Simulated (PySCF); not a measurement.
PySCF input file for Al(H)(OH)(PH2) (AlH4OP), SMILES [OH][AlH][PH2], PBE0/pcSseg-2. Geometry: PBE0-D3(BJ)/def2-TZVP. Other conformers were not sampled.

```python
import numpy as np
from pyscf import gto, scf, dft
from pyscf.prop.nmr import rks as nmr

mol = gto.M(
    atom='''
    Al   -0.26282276    0.14098618   -0.78012879
    H    -0.73308836   -0.51946441   -2.14297710
    O    -0.21606231    1.82989420   -0.62323462
    H    -0.46272999    2.42838641   -1.32658438
    P     0.26265628   -1.07497634    1.12087994
    H     1.37713413   -0.24340352    1.41379773
    H     1.02403422   -2.01284724    0.37011569
    ''',
    basis='pcSseg-2',
    charge=0,
    spin=0,
    max_memory=1600,
    verbose=3,
)
mf = dft.RKS(mol, xc='pbe0').density_fit(auxbasis='def2-universal-jkfit')
mf.grids.level = 3
mf.conv_tol = 1e-10
mf.max_cycle = 100
mf.kernel()
n = nmr.NMR(mf)
n.verbose = 2
n.max_cycle_cphf = 60
sigma = n.kernel()
print('atom   isotropic/ppm   span/ppm')
for i, s in enumerate(sigma):
    w = np.linalg.eigvalsh((s + s.T) / 2)
    print(f'{mol.atom_symbol(i):2s}{i + 1:3d} {w.mean():14.3f} {w[2] - w[0]:11.3f}')
```

Program output:

```
converged SCF energy = -661.205652923562
atom   isotropic/ppm   span/ppm
Al  1        340.899     161.026
H   2         26.045       9.189
O   3        245.692     143.139
H   4         28.777      18.850
P   5        625.570     140.109
H   6         30.116      12.434
H   7         30.605      12.466
```

Self-consistency was reached.
